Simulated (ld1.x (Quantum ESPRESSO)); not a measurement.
What one change does to a pseudopotential (Bi, TM)

- Element: bismuth (Bi)
- Generator: ld1.x (Quantum ESPRESSO) 7.5
- Type: norm-conserving Troullier–Martins (Kleinman–Bylander form)
- Functional: PBE
- Relativity: scalar-relativistic
- Frozen core: [Xe] 4f14
- Valence charge: 15
- Reference configuration: 5d10 6s2 6p3
- Partial waves: 6p (bound): rc 2.50 bohr; 5d (bound): rc 1.35 bohr; 6s (bound): rc 2.00 bohr
- Local potential: the s channel
- Core correction: Bessel-smoothed model core inside 0.70 bohr

Change: wave 6s (bound): rc 2.00 bohr becomes 6s (bound): rc 2.56 bohr.

Cutoffs: the cutoffs (Ry, on a coarse ladder) from which the occupation-weighted sum of valence levels, in a spherical-Bessel basis at the reference potential, stays within 10 and 1 mRy of its value at 400 Ry; they do not see the model core or the augmentation charge, which bear on the density cutoff. Errors are all-electron minus pseudo energies relative to the spin-unpolarised reference configuration.

**Question.** Predict the effect on cutoff, ghosts and configuration errors.

**Answer.** The potential gets neither clearly harder nor softer (70 Ry and 100 Ry → 70 Ry and 100 Ry); the d channel sets the loose cutoff, while the largest relative change is in s, which becomes softer; of the 7 tests that both files solve, the error grows in 2 and shrinks in 4 by more than 15 % and 0.3 meV (median size 7.3 → 10.9 meV); neither file shows a bound ghost.

```tsv
quantity	base	changed
cutoff, loose	70 Ry	70 Ry
cutoff, tight	100 Ry	100 Ry
loose cutoff by channel (10 mRy a level)	p 8 Ry, d 50 Ry, s 21 Ry	p 8 Ry, d 50 Ry, s 10 Ry
bound ghosts	none	none
error for 5d10 6s2 6p2, meV [ΔE 7.91 eV]	-3.2	-2.2
error for 5d10 6s2 6p1, meV [ΔE 23.16 eV]	-12	-6.3
error for 5d10 6s2 6p0, meV [ΔE 46.50 eV]	-37	-21
error for 5d10 6s1 6p3, meV [ΔE 18.73 eV]	-5.1	-11
error for 5d10 6s1 6p0, meV [ΔE 91.91 eV]	-72	-48
error for 5d10 6s1 6p4, meV [ΔE 10.08 eV]	-7.3	-18
error for 5d10 6s2 6p2.5, meV [ΔE 3.10 eV]	-1.4	-1.2
```
